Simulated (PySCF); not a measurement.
The vertical singlet excitations below were computed for one of the candidates. Method: PySCF 2.14.0, density-fitted response routines, TDDFT wB97X-D/def2-SVPD, vertical, gas phase, core orbitals frozen in the response. Geometries: PBE0-D3(BJ)/def2-SVP, one conformer each.

```csv
state,ν̃ (cm⁻¹),f,"main configurations (H = HOMO, L = LUMO)"
S1,56620,0.017,"H-1→L+1 (63%), H-1→L+4 (21%)"
S2,56870,0.085,"H→L+1 (73%), H→L+4 (10%), H→L (9%)"
S3,57930,0.013,"H→L (59%), H→L+4 (13%), H→L+2 (12%)"
S4,58640,0.098,"H-1→L (73%), H-1→L+1 (15%)"
S5,61770,0.0010,H-1→L+2 (68%)
S6,64010,0.262,"H→L+2 (53%), H→L (19%), H→L+5 (9%)"
```

Question: Which candidate is it?
A. `C1C[CH2][AlH][CH2]1`
B. `C1CC[C@H]2C[C@H]2C1`
C. `[CH3][AlH2-][N+](C)(C)C`

Answer: C. Its S1 lies at 7.02 eV; the nearest of the others has S1 at 7.68 eV. S1 is HOMO-1→LUMO+1 (63%), HOMO-1→LUMO+4 (21%). Löwdin shares by element: HOMO carbon 41% or more, aluminium 24%, hydrogen 17% or more (atoms not listed hold the other 18%); LUMO aluminium 32%, carbon 22% or more (atoms not listed hold the other 46%). At the same level the other candidates give, for their lowest levels:
- `C1C[CH2][AlH][CH2]1`: 4.78 eV (f 0.000); 5.43 eV (f 0.001); 6.47 eV (f 0.028); 7.16 eV (f 0.089); 7.35 eV (f 0.004); T1 4.56 eV; HOMO -8.84, LUMO 0.72 eV
- `C1CC[C@H]2C[C@H]2C1`: 7.68 eV (f 0.001); 7.91 eV (f 0.002); 8.30 eV (f 0.030); 8.38 eV (f 0.010); 8.54 eV (f 0.038); T1 7.56 eV; HOMO -9.39, LUMO 2.46 eV

The values belong to the conformer `[CH3:1][AlH2-:2][N+:3]([CH3:4])([CH3:5])[CH3:6]`: C1–Al2–N3–C4 62°.
Triplets come from the Tamm–Dancoff approximation.
